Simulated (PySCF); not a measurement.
AlHFBr, SMILES [F][AlH][Br].

The structure is a stationary point at ωB97X-D3(BJ)/def2-TZVP.

Method: C-PCM-B3LYP/def2-SVP run with PySCF.

The values are the electrostatic part of the solvation free energy, E(continuum) − E(gas) at the gas-phase geometry, in a cavity of scaled van der Waals radii (PySCF's table); cavitation and dispersion terms are not included. A continuum can't describe solvent molecules that bind to the metal. In vacuum the orbital gap is 7.10 eV. The dipole moment in vacuum is 1.14 D.

Computed values in water (ε = 78.36), chlorobenzene (ε = 5.70), methanol (ε = 32.61):
| solvent | ε | ΔG(elec) (kcal/mol) | dipole (D) | gap (eV) |
|---|---|---|---|---|
| water | 78.36 | -5.8 | 1.41 | 7.60 |
| chlorobenzene | 5.70 | -4.8 | 1.35 | 7.51 |
| methanol | 32.61 | -5.7 | 1.40 | 7.59 |
